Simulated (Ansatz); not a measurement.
Reaction (substitution at a C–O bond): `[CH3][AlH][C](=N)O` + H₂Se → `[CH3][AlH][C](=N)[SeH]` + H₂O

Computed with Ansatz on PBE0-D4/def2-TZVP structures; ΔE is electronic, products minus reactants. CCSD(T)/CBS adds triple-zeta CCSD(T) − MP2 to the extrapolated MP2 energy (def2 sets, frozen cores). This one scheme is used for every species. DFT in def2-TZVPP. B3LYP here is the variant with VWN-RPA as its local correlation; programs differ in this. For Se outer-core shells are correlated without core-valence functions, which leaves a few kJ/mol of doubt a bond. Scalar relativity is left out up to krypton. One conformer a species, not always the lowest.

`[CH3][AlH][C](=N)O`:

```xyz
11

C     1.765    0.355    0.667
Al    0.489    0.433   -0.802
C    -1.311   -0.306   -0.374
N    -1.655   -0.797    0.748
O    -2.231   -0.278   -1.362
H     1.915   -0.676    1.008
H     1.405    0.919    1.535
H     2.742    0.758    0.394
H     0.814    1.029   -2.233
H    -0.891   -0.769    1.417
H    -3.043   -0.668   -0.998
```

H₂Se:

Cartesian coordinates in Å:
```
Se 0.299 -0.365 0.496
H 0.792 0.409 -0.648
H -1.091 -0.044 0.152
```

`[CH3][AlH][C](=N)[SeH]`:

Z-matrix (Å, degrees):
```
C
Al 1 1.948
H 1 1.093 2 112.1
H 1 1.095 2 111.7 3 -121.1
H 1 1.096 2 111.1 3 120.1
C 2 1.985 1 118.9 3 174.1
H 2 1.582 1 124.1 3 -6.0
Se 6 1.952 2 120.5 1 6.6
N 6 1.266 2 117.4 1 -173.1
H 8 1.467 6 95.3 2 -1.1
H 9 1.023 6 115.6 2 179.4
```

H₂O:

```xyz
3

O    -0.119   -0.358    0.094
H     0.205   -0.055   -0.757
H    -0.086    0.413    0.663
```

| level | ΔE (kJ/mol) | difference from CCSD(T)/CBS |
| --- | --- | --- |
| PBE-D4 | 8.7 | 5.3 |
| r2SCAN-D4 | 12.7 | 9.3 |
| PBE0-D4 | 13.3 | 9.9 |
| B3LYP-D4 | 11.2 | 7.8 |
| ωB97X-V | 23.9 | 20.5 |
| ωB97M-V | 20.5 | 17.1 |
| B2PLYP | 13.9 | 10.5 |
| PBE | 13.9 | 10.5 |
| r2SCAN | 13.9 | 10.5 |
| PBE0 | 18.0 | 14.6 |
| B3LYP | 19.9 | 16.5 |
| HF/def2-TZVPP | 34.1 | 30.7 |
| MP2/def2-TZVPP | 0.8 | -2.6 |
| SCS-MP2/def2-TZVPP | 6.0 | 2.6 |
| CCSD/def2-TZVPP | 12.3 | 8.9 |
| CCSD(T)/def2-TZVPP | 7.9 | 4.5 |
| HF/def2-QZVPP | 33.8 | 30.4 |
| MP2/def2-QZVPP | -2.0 | -5.4 |
| SCS-MP2/def2-QZVPP | 3.5 | 0.1 |
| HF/CBS(def2) | 33.8 | 30.4 |
| MP2/CBS(def2) | -3.8 | -7.2 |
| CCSD/CBS(def2) | 7.7 | 4.3 |
| CCSD(T)/CBS | 3.4 | 0 |

Largest T1 diagnostic among the species: 0.014.

The D4 term adds −8.7 kJ/mol with B3LYP and −4.7 kJ/mol with PBE0; it sums over pairs of atoms, weighted by their polarisabilities, and B3LYP, whose exchange is more repulsive, gets the larger term. In def2-TZVPP, CCSD(T) changes the Hartree–Fock value by −26.2 kJ/mol (the triples alone add −4.3 kJ/mol) and MP2 by −33.4 kJ/mol. From PBE to PBE0 (25 % exact exchange), in def2-TZVPP and without D4, ΔE moves by +4.1 kJ/mol.
